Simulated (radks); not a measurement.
Question: Species: the gadolinium ion Gd44+. Configuration: [Ar] 3d2. All-electron calculation, scalar-relativistic Kohn-Sham, PBE, spin-unpolarised, spherical densities, point nucleus. Program: a radial shooting solver on a logarithmic mesh with Libxc functionals. Some entries of the table are withheld. Estimate them.

orbital,occ.,eigenvalue (hartree),<r^2> (bohr^2),<1/r> (bohr^-1)
1s,2,-1937.745,0.0006546,(1)
2s,2,-398.0197,0.01010,(2)
2p,6,-365.1253,0.008114,15.62
3s,2,-148.6754,0.05971,6.595
3p,6,-138.5745,0.05805,6.243
3d,2,-127.3212,0.04575,5.951
4s,0,-76.34857,0.2151,3.407
4p,0,-72.29002,0.2193,(3)

Answer: 
(1) 1s <1/r> (bohr^-1): 71.67
(2) 2s <1/r> (bohr^-1): 16.75
(3) 4p <1/r> (bohr^-1): 3.261
